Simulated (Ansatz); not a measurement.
This geometry of AlClFH5N2 (10 atoms, charge 0, multiplicity 1) is a first-order saddle point.

All numbers below come from RKS PBE0/def2-SVP in Ansatz 0.2.0.

```xyz
10
Properties=species:S:1:pos:R:3
Al -0.093 0.096 0.198
F -0.191 -0.626 1.717
Cl 1.886 -0.098 -0.603
N -1.507 0.067 -0.887
H -1.796 -0.744 -1.422
H -2.083 0.856 -1.152
N 0.016 2.005 0.862
H 0.925 2.387 0.593
H -0.712 2.648 0.548
H -0.016 1.959 1.883
```

(1) Which two structures does it join? (They come from a converged band through this point; their orientation in space is the band's.)

(2) How far does it lie above each of them?

## Answers

(1) No bond is made or broken.  The two ends are copies of one structure, up to a mirror image or an exchange of like atoms.

First end point:

```xyz
10
Properties=species:S:1:pos:R:3
Al -0.081 0.140 0.145
F -0.215 -0.682 1.608
Cl 1.827 0.066 -0.819
N -1.526 0.191 -0.909
H -2.396 -0.250 -0.630
H -1.449 0.146 -1.919
N 0.054 1.993 0.957
H 0.924 2.454 0.687
H -0.732 2.563 0.642
H 0.025 1.928 1.975
```

Last end point:

```xyz
10
Properties=species:S:1:pos:R:3
Al -0.085 0.140 0.150
F -0.211 -0.678 1.616
Cl 1.819 0.065 -0.821
N -1.522 0.188 -0.912
H -1.440 0.115 -1.920
H -2.407 -0.221 -0.630
N 0.053 1.994 0.955
H 0.931 2.443 0.693
H -0.722 2.574 0.631
H 0.014 1.931 1.974
```

(2) 0.153 eV above the first and 0.153 eV above the second. This is the barrier of this one path; another mechanism may lie lower.

Run time: 2.9 min on 2 threads of Intel(R) Xeon(R) 6975P-C (Granite Rapids) (shared host), peak memory 0.24 GiB.
